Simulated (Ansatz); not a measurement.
B5P5, relaxed as a singlet with RKS r2SCAN-D4/def2-SVP in Ansatz, starting from the GFN2-xTB geometry. Force threshold 0.03 eV/Å.

The restricted singlet is unstable towards broken spin symmetry in Hartree–Fock (as tested in another run); at r2SCAN-D4/def2-SVP this wasn't settled. Another isomer (singlet) lies 0.47 eV lower at PBE0-D4/def2-TZVP.

Start:

Cartesian coordinates in Å:
```
B -0.769 -1.424 -0.152
B 0.630 1.416 -0.007
B 0.033 0.426 -1.820
B 0.653 0.567 1.311
B -0.290 -0.830 1.418
P 0.879 -0.328 2.810
P -1.697 -2.007 1.258
P -0.566 2.121 -1.242
P 1.589 1.407 -1.653
P -0.461 -1.349 -1.921
```

```csv
step,energy (eV),largest force component (eV/Å),SCF passes
1,-49801.6994,1.455,25
2,-49801.8661,0.722,23
3,-49801.9235,0.249,24
4 (rejected),-49801.9231,0.250,30
5,-49801.9375,0.100,23
6,-49801.9392,0.038,23
7,-49801.9393,0.086,23
8,-49801.9412,0.058,25
9,-49801.9420,0.061,24
10,-49801.9429,0.035,25
11,-49801.9434,0.039,23
12,-49801.9435,0.013,25
```

Force components are those of the run's own axes.

End:

```
atom   x (Å)   y (Å)   z (Å)
  B1  -0.820  -1.408  -0.243
  B2   0.577   1.354  -0.043
  B3   0.083   0.381  -1.762
  B4   0.796   0.575   1.367
  B5  -0.322  -0.813   1.500
  P6   0.956  -0.377   2.825
  P7  -1.811  -1.811   1.207
  P8  -0.713   2.034  -1.179
  P9   1.571   1.489  -1.695
 P10  -0.316  -1.425  -1.978
```

By distances, no bond broke or formed. The bond that changes most is B1–B5, from 1.75 to 1.91 Å (atoms count from 1).

No frequencies were taken in this run, so the end may be a saddle point.

Run time 39 s (4 threads of Arm Neoverse V2 on a shared host).
